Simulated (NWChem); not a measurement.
CH₅FGe; SMILES [CH3][GeH2][F]

```xyz
8

Ge     0.3232     0.1024     0.0007
C     -0.7192    -1.5483     0.0016
F     -0.8264     1.4443     0.0005
H      1.1788     0.2714     1.2856
H      1.1782     0.2706    -1.2847
H     -1.3574    -1.5967    -0.9015
H     -0.0396    -2.4238     0.0064
H     -1.3634    -1.5915     0.9007
```
Atoms are numbered in this order, from 1.

Computed with NWChem. Pople sets run with spherical d functions. The geometry was optimised at PBE-D3(BJ)/def2-SVP. Vzz is the largest principal value of the second derivative of the potential at the nucleus (NWChem prints the opposite sign); η is the asymmetry. Non-relativistic.

```
level                Vzz Ge1 (a.u.)  η Ge1
-------------------  --------------  -----
CAM-B3LYP/def2-TZVP             ___   0.06
CAM-B3LYP/def2-SVP            1.781   0.06
B3LYP/6-31G*                  1.534   0.00
B3LYP/def2-TZVP               1.968   0.06
```

**Question.** Some entries are withheld; supply them.

**Answer.** 
- CAM-B3LYP/def2-TZVP, Vzz Ge1 (a.u.): 2.052
